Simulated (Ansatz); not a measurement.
Basis sets compared for Ge₈BPH₁₆, a doped cluster cut from the lattice of germanium (B and P 4.0 A apart). Total charge 0; singlet. Geometry PBE-D4/def2-SVP. Ansatz on 2 threads of AMD EPYC 7R13 on a shared host and a share (18 GiB) of an NVIDIA H100 80GB HBM3; times are rough, and most runs start from earlier orbitals.

```
atom   x (Å)   y (Å)   z (Å)
  B1  -0.802   1.791   1.247
 Ge2   1.651   0.901  -1.493
  P3  -1.661  -0.931  -1.035
 Ge4   1.083  -1.475   1.555
 Ge5  -2.397   0.936   0.283
 Ge6  -0.131  -0.263  -2.708
 Ge7   0.557   2.607  -0.087
 Ge8   0.053   0.497   2.620
 Ge9   2.695  -0.899  -0.199
Ge10  -0.693  -2.616   0.310
 H11  -1.301   2.723   1.881
 H12   2.608   1.386  -2.629
 H13  -2.764  -1.541  -1.716
 H14   1.656  -2.597   2.479
 H15  -3.144   1.716  -0.847
 H16  -3.506   0.197   1.101
 H17  -1.023   0.601  -3.646
 H18   0.213  -1.594  -3.440
 H19  -0.032   3.604  -1.138
 H20   1.770   3.342   0.568
 H21   1.233   1.095   3.450
 H22  -0.926  -0.138   3.662
 H23   4.002  -0.371   0.456
 H24   3.067  -2.127  -1.087
 H25  -1.913  -3.125   1.131
 H26  -0.294  -3.717  -0.717
```

Single mean-field runs in def2-TZVP are fitted with def2-universal-jkfit.

Binding counts from free atoms (B doublet, Ge triplet, P quartet, H doublet) in the same basis, without a counterpoise term.

```tsv
level	functions	energy (Eh)	HOMO (eV)	LUMO (eV)	binding per atom (eV)	wall time
PBE-D4/def2-SVP	368	-16987.0669	-6.03	-1.82	2.92	9.5 s
PBE0-D4/def2-SVP	368	-16987.5625	-7.03	-1.10	2.92	12 s
```

(1) Estimate the rows for PBE-D4/def2-TZVP (with forces), PBE0-D4/def2-TZVP.

Results:

(1) 
```json
{"level": "PBE-D4/def2-TZVP (with forces)", "functions": "548", "energy (Eh)": "-16989.3098", "HOMO (eV)": "-6.09", "LUMO (eV)": "-1.90", "binding per atom (eV)": "2.92", "wall time": "10 s"}
{"level": "PBE0-D4/def2-TZVP", "functions": "548", "energy (Eh)": "-16989.7942", "HOMO (eV)": "-7.05", "LUMO (eV)": "-1.17", "binding per atom (eV)": "2.91", "wall time": "13 s"}
```
